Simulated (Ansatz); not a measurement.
```yaml
atoms:
  - { symbol: N, position_ang: [0.0140, -0.0398, -1.1571] }
  - { symbol: N, position_ang: [-0.0174, 0.0438, -0.0745] }
  - { symbol: O, position_ang: [-0.0864, 0.0052, 1.1089] }
```

Basis set: cc-pVDZ (spherical functions). Correlated methods keep 3 orbitals frozen. Charge 0, multiplicity 1.

Computed with Ansatz (development build ahead of 0.2.0); each method stands on the lowest determinant of its kind that the runs found. Restricted open shells among the atoms or ions are ROHF, correlated in semicanonical orbitals with singles.

The atomization energy at this shape (free ground-state atoms in the same class of orbitals less the molecule, no zero-point energy) of singlet N2O:

```csv
method,atomization energy
RHF-MP2,1030.4 kJ/mol
```

Problem. What does RHF give?

Solution. 352.1 kJ/mol. Caution: the shape is not the minimum.
